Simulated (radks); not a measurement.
Eu I, 63 electrons, occupied as [Kr] 4d10 4f7 5s2 5p5.75 6s2 7s0.25 (fractional occupations, a model configuration). All-electron calculation, Dirac Kohn-Sham, AM05, spin-unpolarised, spherical densities, finite nucleus; open shells fill j = l - 1/2 first; Fermi nuclear charge, rms radius 5.1115 fm. Program: a radial shooting solver on a logarithmic mesh with Libxc functionals.

Normalised radial functions P(r) = r R(r) (large component), r in bohr:

```
   r/bohr * 5s1/2, o 5p3/2, + 6s1/2 (the largest magnitude, 0.99, reaches the edge; | marks zero, & curves that meet)
 0.005299                             o+  *
 0.006319                             o+  *
 0.007475                             |&  *
 0.008913                             |&  *
  0.01063                             |&  *
  0.01257                             |&  *
  0.01499                             |+o *
  0.01774                             |+o*
  0.02115                             |+*o
  0.02502                             +*  o
  0.02983                            *+   o
  0.03557                          * +|    o
  0.04208                        *   +|     o
  0.05018                       *   + |     o
  0.05936                      *    + |    o
  0.07078                      *    + |   o
  0.08372                        *   +| o
  0.09984                           *+o
    0.119                          o  |+*
   0.1408                       o     | +   *
   0.1679                     o       |  +     *
   0.1986                     o       |  +      *
   0.2369                       o     | +   *
   0.2802                            o&
   0.3341                      *    + |    o
   0.3984                *        +   |         o
   0.4713              *          +   |           o
    0.562                   *      +  |          o
   0.6648                            *+    o
   0.7928                         o   |   +      *
   0.9378                o            |     +              *
    1.118        o                    |      +                   *
    1.333     o                       |    +                     *
    1.577     o                       |+                     *
    1.881         o               +   |                *
    2.225              o     +        |          *
    2.653                +  o         |     *
    3.139              +        o     |  *
    3.743              +           o  |*
    4.463               +            o*
    5.279                  +          &
    6.295                      +      &
    7.447                         +   &
     8.88                           + &
     10.5                            +&
    12.53                             &
    14.94                             &
    17.67                             &
    21.07                             &
    24.92                             &
    29.72                             &
    35.16                             &
    41.92                             &
```

5s1/2: eigenvalue -46.500 eV, 4 radial nodes at r = 0.0272, 0.108, 0.283, 0.671 bohr, <r> = 1.38 bohr, 90 % of the charge inside 1.99 bohr. 5p3/2: eigenvalue -24.432 eV, 3 radial nodes at r = 0.0986, 0.289, 0.731 bohr, <r> = 1.65 bohr, 90 % of the charge inside 2.43 bohr. 6s1/2: eigenvalue -4.475 eV, 5 radial nodes at r = 0.0272, 0.108, 0.281, 0.655, 1.66 bohr, <r> = 4.07 bohr, 90 % of the charge inside 5.97 bohr.
